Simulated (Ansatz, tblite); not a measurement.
Forces on the cluster Ru3H3⁺ at its PBE0-D4/def2-TZVP geometry. Total charge 1; singlet.

In the def2 sets Ru takes a core potential; there is no spin–orbit coupling. The xTB rows come from tblite. The restricted singlet is unstable towards broken spin symmetry in Hartree–Fock (as tested in another run); at PBE-D4/def2-TZVP this wasn't settled. No other spin state of charge 1 was run. Another isomer (quintet) lies 1.39 eV lower at PBE0-D4/def2-TZVP; other spin states weren't run for this one.

GFN1-xTB (tblite), largest force 5.06 eV/Å:

```xyz
6
positions Å, forces eV/Å
Ru   -0.906   -0.132   -1.048   -0.169   -2.075   -0.467
Ru   -0.130   -0.170    1.375    0.115   -2.092    0.420
Ru   -0.423    1.675    0.162   -0.117    5.057    0.116
H    -0.444   -1.303    0.122   -0.598   -1.000    0.175
H     1.330   -0.055    0.877    0.604    0.045    0.561
H     0.573   -0.016   -1.488    0.166    0.066   -0.806
```

GFN2-xTB (tblite), largest force 4.67 eV/Å:

```
Ru -0.069 -2.282 -1.968
Ru 1.066 -2.340 1.576
Ru 0.052 4.670 0.056
H -0.662 -0.318 0.207
H -0.032 0.127 0.570
H -0.356 0.143 -0.442
```

PBE-D4/def2-TZVP (Ansatz), largest force 0.92 eV/Å:

```
Ru -0.174 -0.092 0.096
Ru -0.197 -0.091 0.021
Ru -0.110 0.914 0.050
H -0.062 -0.659 0.009
H 0.296 -0.037 -0.011
H 0.247 -0.035 -0.164
```
